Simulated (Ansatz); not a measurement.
Species: SiI2Cl, charge 0, multiplicity 2. SMILES: I[Si](I)Cl
Structure (B3LYP-D3(BJ)/def2-TZVP (Ansatz, an electronic-structure program) minimum search):
```
Si
Cl 1 2.0670
I 1 2.4687 2 109.35
I 1 2.4687 2 109.35 3 -122.54
```
Charge 0, spin multiplicity 2.

Wanted: atomisation energy, in kcal/mol. Set-up: def2 sets with scalar-relativistic core potentials past Kr; no dispersion term unless named; STO-3G and 3-21G all-electron and non-relativistic; atomisation electronic, to ground-state atoms; UHF or UKS for open shells; no spin-orbit coupling. Ab initio and DFT rows: single points at B3LYP-D3(BJ) geometries (Ansatz).

```
species     coefficient  E at HF/STO-3G (Ansatz), Eh  E at wB97M-V/def2-TZVPD (Ansatz), Eh
----------  -----------  ---------------------------  ------------------------------------
Cl[Si](I)I           -1                 -14441.68068                           -1345.15414
Cl atom              +1                   -454.54219                            -460.12609
I atom               +2                  -6850.67625                            -297.66509
Si atom              +1                   -285.46622                            -289.35271
```

 1 Eh = 627.5095 kcal/mol.

### Question
Compute it at each level from the table.

### Answer

- HF/STO-3G: the sum of coefficient times E is 0.31977 Eh, or 200.66 kcal/mol. Result: 200.7 kcal/mol.
- wB97M-V/def2-TZVPD: the sum of coefficient times E is 0.34516 Eh, or 216.59 kcal/mol. Result: 216.6 kcal/mol.
